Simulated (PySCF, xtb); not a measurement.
In(Br)(OH)(NH2) (BrH3InNO), SMILES [Br][In]([NH2])[OH]. One conformer was computed; it need not be the lowest.

Harmonic wavenumbers (cm⁻¹) from GFN2-xTB in xtb at its own minimum, in rising order: 74, 92, 110, 169, 230, 265, 421, 462, 652, 672, 718, 1433, 3336, 3367, 3627.

Task: What does PBE-D3(BJ)/def2-SVP (PySCF 2.14.0) give at its own minimum? (Estimate from the structure and the level; the computed values follow.)

Result: 85, 105, 114, 211, 239, 276, 489, 576, 619, 800, 841, 1474, 3411, 3517, 3702. Paired by order, the mean absolute difference is 60 cm⁻¹ and the zero-point energies are 22.3 and 23.5 kcal/mol.
